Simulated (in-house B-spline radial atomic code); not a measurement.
## Pr VIII (Pr7+): [Kr] 4d10 5s2 5p4 (with a hole in an inner shell)

Computed with a B-spline radial code for spherical atoms: Dirac-Hartree-Fock, average of configuration, Fermi nucleus of rms radius 4.8919 fm.

Screening seen three ways: the hydrogenic charge with the same mean radius, Z_r = [3n² - l(l+1)]/(2<r>), the one with the same energy, Z_e = n√(-2ε), and Slater's rules. Values are occupation-weighted means over j. An effective charge above Z reflects the relativistic contraction of the inner shells.

```csv
shell,electrons,ε (eV),<r> (bohr),Z_r,Z_e,Slater
1s,2,-42340,0.02409,62.27,55.78,58.70
2s,2,-7015.2,0.1025,58.55,45.41,54.85
2p,6,-6296.1,0.09034,55.35,43.02,54.85
3s,2,-1651.2,0.2708,49.84,33.05,47.75
3p,6,-1416.4,0.269,46.47,30.61,47.75
3d,10,-1079.4,0.2468,42.54,26.72,37.85
4s,2,-436.43,0.6158,38.97,22.65,31.25
4p,6,-355.41,0.6497,35.40,20.44,31.25
4d,10,-234.21,0.7065,29.72,16.60,19.85
5s,2,-136.59,1.362,27.53,15.84,13.95
5p,4,-112.28,1.491,24.48,14.36,13.95
```

The least bound orbital is 5p3/2 at -110.8 eV, and it is also the most diffuse (<r> = 1.507 bohr).

Spin-orbit splittings of the orbital energies (j = l + 1/2 above j = l - 1/2 when positive): 2p 483.6 eV, 3p 97.99 eV, 3d 20.79 eV, 4p 21.88 eV, 4d 3.968 eV, 5p 4.386 eV.

For the 1s electron the small component carries 4.78 % of the norm, the zero-frequency Breit interaction raises the level by 115.8 eV, self-energy by 67.9 eV, and vacuum polarisation lowers it by 10.27 eV.
